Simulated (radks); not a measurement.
Task: Species: the samarium ion Sm2+. Configuration: [Xe] 4f6 (the NIST ground configuration). Method: scalar-relativistic Kohn-Sham, PBE, spin-polarised, spherical densities, finite nucleus; open shells are filled with parallel spins first (spin-orbit coupling, left out, can overturn this in heavy ions); Fermi nuclear charge, rms radius 5.0819 fm; computed with a radial shooting solver on a logarithmic mesh with Libxc functionals. Some entries of the table are withheld. Estimate them.

orbital  occ.  eigenvalue (hartree)  <1/r> (bohr^-1)
1s down     1             -1715.640            68.81
1s up       1             -1715.640            68.81
2s up       1             -280.7385            15.93
2s down     1             -280.7377            15.93
2p up       3             -250.4964            14.95
2p down     3             -250.4958            14.95
3s up       1             -61.88833            5.826
3s down     1             -61.82045            5.831
3p up       3             -52.43192            5.492
3p down     3             -52.36439            5.497
3d up       5             -39.61858            5.212
3d down     5             -39.56669            5.217
4s up       1             -12.73581            2.445
4s down     1             -12.56424            2.446
4p up       3              -9.62957            2.250
4p down     3              -9.45780            2.250
4d up       5                   (1)            1.973
4d down     5                   (2)            1.972
5s up       1              -2.11671           0.9446
5s down     1              -2.01588           0.9267
5p up       3              -1.36938           0.7976
5p down     3              -1.29352           0.7772
4f up       6              -0.62505            1.377
4f down     0              -0.47673            1.322

Result: 
(1) 4d up eigenvalue (hartree): -5.27075
(2) 4d down eigenvalue (hartree): -5.09896
